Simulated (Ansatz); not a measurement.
C2H8BFSi, SMILES `BC[SiH2]CF`, charge 0, multiplicity 1.

Question: Give a relaxed structure at PBE0-D4/def2-TZVP (the Gaussian-basis code of Ansatz). (Estimate.)

Answer: The calculation gave: 
Z-matrix (Å, degrees):
```
C
Si 1 1.889
B 1 1.532 2 107.3
H 1 1.095 2 103.1 3 121.7
H 1 1.094 2 104.7 3 -122.6
C 2 1.896 1 108.7 3 -177.5
H 2 1.485 1 111.0 3 -57.4
H 2 1.488 1 111.7 3 64.5
H 3 1.198 1 120.6 2 85.7
H 3 1.198 1 120.7 2 -90.3
F 6 1.392 2 110.2 1 56.6
H 6 1.095 2 111.2 1 -63.2
H 6 1.095 2 111.2 1 176.6
```
This is one stationary point; other conformers may exist.
